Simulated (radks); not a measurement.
The numbers below are computed, except where a source is named.
Fractional charge and spin in the 4d shell of antimony: the spin-up occupation runs from 4 to 5 and the spin-down occupation from 4 to 5; the fullest corner is Sb3+, [Kr] 5s2 4d(up 5, down 5). Level of theory: scalar-relativistic Kohn-Sham, LDA (Slater exchange, Perdew-Wang correlation), spin-polarised, spherical densities, point nucleus (a radial shooting solver on a logarithmic mesh with Libxc functionals). Energy (eV) above the fullest corner. The planes named below are the two flat planes that join the four corners, with an edge along up + down = one added electron.

down \ up,4,4.5,5
4,163.872,115.514,72.032
4.5,115.514,72.247,33.719
5,72.032,33.719,0.000

Corners above the fullest one (they belong to Sb4+ and the next ion): (up 5, down 4) 72.032 eV, (up 4, down 5) 72.032 eV, (up 4, down 4) 163.87 eV. With half an added electron in each spin the energy lies 0.215 eV from the planes, and with half an added electron in spin up alone -2.438 eV. The planes are only a guide here: the flat-plane condition holds for ground states with one frontier orbital, while this shell lies below other occupied shells, so the corners above the fullest one are inner-hole states and not the ground states of those ions.
